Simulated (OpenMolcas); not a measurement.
How basis sets differ on CHClGaNO (SMILES O=C=[N][GaH][Cl])

The species is CHClGaNO (6 atoms), meant as a singlet with charge 0. SMILES: `O=C=[N][GaH][Cl]`. The coordinates come from a PBE0-D4/def2-TZVP relaxation. This is one conformer, not always the lowest.

Each level gives the HOMO–LUMO gap (eV). The values are calculated.

```json
{"level": "HF/ANO-R0 (sfX2C)", "kind": "Hartree–Fock", "program": "OpenMolcas", "value (eV)": "11.39", "CPU time": "3.7 s"}
{"level": "HF/STO-3G", "kind": "Hartree–Fock", "program": "OpenMolcas", "value (eV)": "12.31", "CPU time": "1.9 s"}
{"level": "HF/3-21G", "kind": "Hartree–Fock", "program": "OpenMolcas", "value (eV)": "12.79", "CPU time": "2.7 s"}
{"level": "HF/ANO-S-VDZ (RICD fitting)", "kind": "Hartree–Fock", "program": "OpenMolcas", "value (eV)": "12.66", "CPU time": "4.6 s"}
{"level": "HF/6-31G* (spherical functions)", "kind": "Hartree–Fock", "program": "OpenMolcas", "value (eV)": "13.08", "CPU time": "12 s"}
```

All-electron rows without a relativistic Hamiltonian named are non-relativistic. The values span 11.39 to 13.08 eV. A Hartree–Fock LUMO above zero doesn't converge with the basis: it sinks as sets grow more diffuse. Orbital gaps aren't excitation energies. Times are those of the runs behind each value, whatever else they computed, on shared processors of several kinds: orders of magnitude only.
